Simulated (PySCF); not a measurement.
Computed shifts of a molecule C₂H₉NSi, PBE/pcSseg-1 in PySCF, GIAO, gas phase, equivalent atoms averaged, in ppm (number of nuclei): ²⁹Si: -44.8 (1). ¹⁵N: 20.2 (1). ¹³C: 45.0 (2). ¹H: 5.05 (3), 2.86 (6). References: ²⁹Si against TMS (σ = 335.4 ppm); ¹⁵N against NH3 (σ = 267.0 ppm); ¹³C against TMS (σ = 182.0 ppm); ¹H against TMS (σ = 31.49 ppm), references at their B3LYP-D3(BJ)/def2-TZVP geometries, non-relativistic. Coordinates come from a B3LYP-D3(BJ)/def2-SVP optimisation. Other conformers were not sampled.

Q: Which molecule gave these data?
A) C[SiH2]CN
B) CN(C)[SiH3]
C) CN[SiH2]C
D) CCN[SiH3]

A: B, CN(C)[SiH3]
